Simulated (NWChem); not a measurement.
System: GaHBrCl; SMILES [GaH]([Br])[Cl]

Here is an NWChem input.

```
start job
memory heap 200 mb stack 900 mb global 1100 mb
geometry units angstroms noautosym nocenter noautoz
  Ga    -0.640076    -0.501655     0.000000
  H     -2.173381    -0.720165     0.000000
  Cl     0.724347    -2.149061     0.000000
  Br     0.308971     1.567126     0.000000
end
basis spherical
  * library pcsseg-1
end
dft
  xc kt2
  iterations 150
end
property
  shielding
end
task dft property
```

Excerpt of the output:

```
             Northwest Computational Chemistry Package (NWChem) 7.3.0
             --------------------------------------------------------

                             Geometry "geometry" -> ""
                             -------------------------

 Output coordinates in angstroms (scale by  1.889725989 to convert to a.u.)

  No.       Tag          Charge          X              Y              Z
 ---- ---------------- ---------- -------------- -------------- --------------
    1 Ga                  31.0000    -0.64007600    -0.50165500     0.00000000
    2 H                    1.0000    -2.17338100    -0.72016500     0.00000000
    3 Cl                  17.0000     0.72434700    -2.14906100     0.00000000
    4 Br                  35.0000     0.30897100     1.56712600     0.00000000

 Effective nuclear repulsion energy (a.u.)     485.6955994958

                              NWChem Property Module
                              ----------------------

  itol2e modified to match energy
  convergence criterion.

                                 NWChem DFT Module
                                 -----------------

 Summary of "ao basis" -> "ao basis" (spherical)
 ------------------------------------------------------------------------------
       Tag                 Description            Shells   Functions and Types
 ---------------- ------------------------------  ------  ---------------------
 Ga                         pcsseg-1                15       41   5s7p3d
 H                          pcsseg-1                 3        5   2s1p
 Cl                         pcsseg-1                10       24   4s5p1d
 Br                         pcsseg-1                15       41   5s7p3d

  itol2e modified to match energy
  convergence criterion.

            General Information
            -------------------
          SCF calculation type: DFT
          Wavefunction type:  closed shell.
          No. of atoms     :     4
          No. of electrons :    84
           Alpha electrons :    42
            Beta electrons :    42
          Charge           :     0
          Spin multiplicity:     1
          Use of symmetry is: off; symmetry adaption is: off
          Maximum number of iterations: 150
          AO basis - number of functions:   111
                     number of shells:    43
          Convergence on energy requested:  1.00D-07
          Convergence on density requested:  1.00D-05
          Convergence on gradient requested:  5.00D-04

              XC Information
              --------------
                          KT2 Method XC Functional
                        Slater Exchange Functional  1.072 local
                           KT1 gradient correction  1.000 non-local
            Perdew 1991 LDA Correlation Functional  0.577 local

             Grid Information
             ----------------
          Grid used for XC integration:  fine
          Radial quadrature: Mura-Knowles
          Angular quadrature: Lebedev.
          Tag              B.-S. Rad. Rad. Pts. Rad. Cut. Ang. Pts.
          ---              ---------- --------- --------- ---------
          Ga                  1.30      140           8.0       974
          H                   0.35       60          10.0       590
          Cl                  1.00      123          10.0       770
          Br                  1.15      140          10.0       974
          Grid pruning is: on
          Number of quadrature shells:   463
          Spatial weights used:  Erf1

      Superposition of Atomic Density Guess
      -------------------------------------

 Sum of atomic energies:       -4955.03541690

      Non-variational initial energy
      ------------------------------

 Total energy =   -4955.535991
 1-e energy   =   -7873.089938
 2-e energy   =    2431.858347
 HOMO         =      -0.385307
 LUMO         =       0.012715

   convergence    iter        energy       DeltaE   RMS-Dens  Diis-err
 ---------------- ----- ----------------- --------- --------- ---------
 d= 0,ls=0.0,diis     1  -4980.6369300230 -5.47D+03  1.41D-02  5.54D+00
 d= 0,ls=0.0,diis     2  -4980.5397065620  9.72D-02  1.54D-02  1.37D+00
 d= 0,ls=0.0,diis     3  -4980.5236984427  1.60D-02  6.73D-03  1.85D+00
 d= 0,ls=0.0,diis     4  -4980.7150752123 -1.91D-01  1.63D-03  2.78D-02
 d= 0,ls=0.0,diis     5  -4980.7188411862 -3.77D-03  4.44D-04  4.42D-03
  Resetting Diis
 d= 0,ls=0.0,diis     6  -4980.7193475706 -5.06D-04  1.09D-04  3.14D-04
 d= 0,ls=0.0,diis     7  -4980.7193643117 -1.67D-05  8.35D-05  1.38D-05
 d= 0,ls=0.0,diis     8  -4980.7193596765  4.64D-06  4.97D-05  4.69D-05
 d= 0,ls=0.0,diis     9  -4980.7193667767 -7.10D-06  3.93D-06  3.16D-07
 d= 0,ls=0.0,diis    10  -4980.7193668074 -3.07D-08  1.38D-06  5.46D-08

         Total DFT energy =    -4980.719366807402
      One electron energy =    -7877.991621766736
           Coulomb energy =     2628.406840763061
    Exchange-Corr. energy =     -216.830185299542
 Nuclear repulsion energy =      485.695599495815

 Numeric. integr. density =       84.000001045683

                       DFT Final Molecular Orbital Analysis
                       ------------------------------------

 Vector   40  Occ=2.000000D+00  E=-2.890496D-01
              MO Center=  3.3D-01, -1.5D+00, -1.1D-09, r^2= 3.5D+00
   Bfn.  Coefficient  Atom+Function         Bfn.  Coefficient  Atom+Function
  ----- ------------  ---------------      ----- ------------  ---------------
    60      0.418514  3 Cl px                63      0.348803  3 Cl px
    61      0.287780  3 Cl py                64      0.232461  3 Cl py
    42      0.187500  2 H  s                 95      0.177579  4 Br py
    92      0.153771  4 Br py                43      0.130973  2 H  s
    94      0.130945  4 Br px                91      0.119015  4 Br px

[...]

          -----------------------------------------
          Chemical Shielding Tensors (GIAO, in ppm)
          -----------------------------------------

                                NWChem CPHF Module
                                ------------------

  scftype          =     RHF
  nclosed          =       42
  nopen            =        0
  variables        =     2898
  # of vectors     =        3
  tolerance        = 0.10D-03
  level shift      = 0.00D+00
  max iterations   =       50
  max subspace     =       30

 SCF residual:    7.5800005236616885E-005

Iterative solution of linear equations
  No. of variables     2898
  No. of equations        3
  Maximum subspace       30
        Iterations       50
       Convergence  1.0D-04

   iter   nsub   residual    time
   ----  ------  --------  ---------
     1      3    5.28D-05      53.8

      Atom:    1  Ga
        Diamagnetic
   2640.7684      0.5118     -0.0000
      0.5118   2649.2384      0.0000
     -0.0000      0.0000   2640.2732

        Paramagnetic
  -1299.5280     54.3143      0.0000
     54.3143  -1328.5092      0.0000
      0.0000      0.0000  -1471.0374

        Total Shielding Tensor
   1341.2403     54.8260      0.0000
     54.8260   1320.7292      0.0000
      0.0000      0.0000   1169.2359

           isotropic =    1277.0685
          anisotropy =     164.5399

          Principal Components and Axis System
                 1           2           3
             1386.7617   1275.2078   1169.2359

      1         0.7694     -0.6388     -0.0000
      2         0.6388      0.7694     -0.0000
      3         0.0000      0.0000      1.0000

      Atom:    2  H
        Diamagnetic
     41.4664      3.7358     -0.0000
      3.7358     20.1484     -0.0000
     -0.0000     -0.0000     17.5977

        Paramagnetic
     -4.8421     -0.4923      0.0000
     -0.4923     -0.5209     -0.0000
      0.0000     -0.0000     -0.1005

        Total Shielding Tensor
     36.6242      3.2435      0.0000
      3.2435     19.6275     -0.0000
      0.0000     -0.0000     17.4972

           isotropic =      24.5830
          anisotropy =      18.9587

          Principal Components and Axis System
                 1           2           3
               37.2222     19.0296     17.4972

      1         0.9834     -0.1813     -0.0000
      2         0.1813      0.9834      0.0000
      3         0.0000     -0.0000      1.0000

      Atom:    3  Cl
        Diamagnetic
   1149.7178     -5.0323     -0.0000
     -5.0323   1154.9108      0.0000
     -0.0000      0.0000   1146.1742

        Paramagnetic
   -478.8167   -201.5737      0.0000
   -201.5737   -419.1589      0.0000
      0.0000      0.0000   -307.0757

        Total Shielding Tensor
    670.9011   -206.6060      0.0000
   -206.6060    735.7519      0.0000
      0.0000      0.0000    839.0985

           isotropic =     748.5838
          anisotropy =     245.8165

          Principal Components and Axis System
                 1           2           3
              912.4615    839.0985    494.1915

      1        -0.6500      0.0000      0.7599
      2         0.7599     -0.0000      0.6500
      3         0.0000      1.0000     -0.0000

      Atom:    4  Br
        Diamagnetic
   3127.1060      3.0128     -0.0000
      3.0128   3135.0480     -0.0000
     -0.0000     -0.0000   3125.9212

        Paramagnetic
  -1167.3179    399.2655     -0.0000
    399.2655   -666.8953     -0.0000
     -0.0000     -0.0000   -734.4380

        Total Shielding Tensor
   1959.7881    402.2783     -0.0000
    402.2783   2468.1527     -0.0000
     -0.0000     -0.0000   2391.4833

           isotropic =    2273.1413
          anisotropy =     625.0237

          Principal Components and Axis System
                 1           2           3
             2689.8238   2391.4833   1738.1170

      1         0.4826      0.0000      0.8758
      2         0.8758      0.0000     -0.4826
      3        -0.0000      1.0000      0.0000
```

Level: KT2/pcSseg-1, GIAO. Geometry: optimised at PBE0/def2-SVP. The printed shielding anisotropy is the first printed principal value minus the mean of the other two.
